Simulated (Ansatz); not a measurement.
Cost and result for the atomization energy of C$_{5}$H$_{5}$AgBrN, SMILES `[Br][Ag-][n+]1ccccc1` (13 atoms, 13 bonds).

```tsv
atom	x (Å)	y (Å)	z (Å)
Br1	3.438	-4.120	0.137
Ag2	1.905	-2.281	0.076
N3	0.532	-0.635	0.022
C4	-0.284	-0.392	1.050
C5	-1.185	0.657	1.054
C6	-1.245	1.490	-0.050
C7	-0.400	1.240	-1.118
C8	0.472	0.170	-1.042
H9	-0.208	-1.064	1.896
H10	-1.825	0.811	1.914
H11	-1.940	2.321	-0.079
H12	-0.409	1.862	-2.004
H13	1.148	-0.058	-1.857
```

Total charge 0; spin multiplicity 1. Correlated methods include outer-core shells of Ag, Br, which these sets cover unevenly. Scalar relativity is left out up to krypton. Ag: def2 effective core potential. The structure was optimised at the PBE0-D4/def2-TZVP level. It is one conformer, not always the lowest. Program: Ansatz. All runs use 2 threads of an AMD EPYC 7R13 on a shared host and a share of an NVIDIA H100 80 GB. Times are those of one run each, without the atoms' runs, and a repeat can differ threefold. Electronic energies, without spin–orbit coupling; frozen cores. CCSD(T)/CBS adds CCSD(T) − MP2 in def2-TZVPP to the MP2 limit, and its time is that of the two runs behind it. T1 = 0.014; the RHF reference is unstable towards UHF. With those shells the extrapolation isn't a true limit. B3LYP takes the VWN-RPA correlation (the form of Gaussian; ORCA's B3LYP/G).

CCSD(T)/CBS is a level of theory with its own doubt, some kJ/mol a heavy atom from the limit and from the frozen cores, so smaller differences don't rank the functionals.

| level | functions | wall time | atomization (kcal/mol) | difference from CCSD(T)/CBS | per bond |
| --- | --- | --- | --- | --- | --- |
| LDA (SPW92)/def2-TZVPP | 360 | 4.8 s | 1565.5 | 226.6 | 17.4 |
| BLYP-D4/def2-TZVPP | 360 | 6.5 s | 1347.5 | 8.6 | 0.7 |
| r2SCANh-D4/def2-TZVPP | 360 | 7.5 s | 1340.9 | 2.0 | 0.2 |
| r2SCAN-D4/def2-TZVPP (with forces) | 360 | 8.6 s | 1352.0 | 13.1 | 1.0 |
| B97M-V/def2-TZVPP | 360 | 9 s | 1343.1 | 4.2 | 0.3 |
| B3LYP-D4/def2-TZVPP (with forces) | 360 | 9.5 s | 1341.7 | 2.8 | 0.2 |
| CAM-B3LYP-D4/def2-TZVPP | 360 | 9.5 s | 1345.6 | 6.7 | 0.5 |
| BHLYP-D4/def2-TZVPP | 360 | 9.5 s | 1293.6 | -45.3 | -3.5 |
| CCSD(T)/def2-SVP | 172 | 10 s | 1285.9 | -53.0 | -4.1 |
| ωB97X-V/def2-TZVPP | 360 | 13 s | 1342.3 | 3.4 | 0.3 |
| MP2/def2-QZVPP | 669 | 15 s | 1366.2 | 27.3 | 2.1 |
| CCSD(T)/def2-TZVPP | 360 | 49 s | 1300.5 | -38.4 | -2.9 |
| CCSD(T)/CBS(def2) | – | 64 s | 1338.9 | 0.0 | 0.0 |

From PBE to PBE0 (25 % exact exchange), in def2-TZVPP and without D4, the atomization energy moves by −32.2 kcal/mol: exact exchange takes away binding that semilocal exchange gives to molecules. In def2-TZVPP, CCSD(T) changes the Hartree–Fock value by +345.1 kcal/mol (the triples alone add +30.1 kcal/mol) and MP2 by +388.2 kcal/mol; breaking electron pairs costs correlation energy, which Hartree–Fock lacks. Leaving LDA and LC-ωPBE aside and taking each functional with its dispersion term where it has one, the values, not all of them listed here, spread over 100.8 kcal/mol, from BHLYP-D4 to PBE-D4. LDA lies +180.8 kcal/mol from PBE without D4, its usual overbinding.
